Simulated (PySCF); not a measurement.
Mg, charge +1, doublet; HF/def2-SVP (PySCF).

Input for PySCF:
```python
from pyscf import gto, scf

mol = gto.M(
    atom='''
Mg    0.00000000    0.00000000    0.00000000
''',
    basis='def2-svp',
    charge=1,
    spin=1,
    verbose=4,
)

mf = scf.UHF(mol)
mf.conv_tol = 1e-12
mf.kernel()
```

### Question
Write the output that PySCF gives for this input, abridged.

### Answer

```
PySCF version 2.14.0

[INPUT] verbose = 4
[INPUT] num. atoms = 1
[INPUT] num. electrons = 11
[INPUT] charge = 1
[INPUT] spin (= nelec alpha-beta = 2S) = 1
[INPUT] symmetry False subgroup None
[INPUT] Mole.unit = angstrom
[INPUT] Symbol           X                Y                Z      unit          X                Y                Z       unit  Magmom
[INPUT]  1 Mg     0.000000000000   0.000000000000   0.000000000000 AA    0.000000000000   0.000000000000   0.000000000000 Bohr   0.0

nuclear repulsion = 0
number of shells = 8
number of NR pGTOs = 36
number of NR cGTOs = 18
basis = def2-svp
ecp = {}

******** <class 'pyscf.scf.uhf.UHF'> ********
method = UHF
initial guess = minao
damping factor = 0
level_shift factor = 0
DIIS = <class 'pyscf.scf.diis.CDIIS'>
diis_start_cycle = 1
diis_space = 8
diis_damp = 0
SCF conv_tol = 1e-12
SCF conv_tol_grad = None
SCF max_cycles = 50
direct_scf = True
direct_scf_tol = 1e-13
number electrons alpha = 6  beta = 5
Set gradient conv threshold to 1e-06
init E= -199.521912648029

cycle= 1 E= -199.28467338853  delta_E= 0.237  |g|= 0.0571  |ddm|= 0.896
cycle= 2 E= -199.291756258998  delta_E= -0.00708  |g|= 0.0177  |ddm|= 0.421
cycle= 3 E= -199.292671416701  delta_E= -0.000915  |g|= 0.00387  |ddm|= 0.204
cycle= 4 E= -199.292716184279  delta_E= -4.48e-05  |g|= 6.9e-05  |ddm|= 0.0583
cycle= 5 E= -199.292716189415  delta_E= -5.14e-09  |g|= 3.05e-06  |ddm|= 0.000546
cycle= 6 E= -199.292716189422  delta_E= -6.79e-12  |g|= 3.87e-07  |ddm|= 1.51e-05
cycle= 7 E= -199.292716189422  delta_E= -5.68e-14  |g|= 1.79e-08  |ddm|= 1.27e-06
Extra cycle  E= -199.292716189422  delta_E= -1.42e-13  |g|= 3.28e-09  |ddm|= 2.44e-08
converged SCF energy = -199.292716189422  <S^2> = 0.75005102  2S+1 = 2.000051
```
